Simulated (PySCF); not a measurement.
A structure optimised at PBE-D3(BJ)/def2-SVP, used in a PySCF frequency run:

```xyz
10

C     -3.2125    -0.4785     0.0000
C     -2.1325     0.5685     0.0000
C     -0.8324     0.3355     0.0000
C      0.4616     0.0950     0.0000
Cl     1.3909    -0.0742     1.4707
Cl     1.3909    -0.0742    -1.4707
H     -3.8663    -0.3606    -0.8902
H     -2.7944    -1.5023     0.0000
H     -3.8663    -0.3606     0.8902
H     -2.4689     1.6254     0.0000
```

Write its SMILES, formula and point group.

CC=C=C(Cl)Cl, C₄H₄Cl₂, Cs

What are its rotational constants (standard atomic weights)?

2.9975, 1.3225, 0.96551 GHz
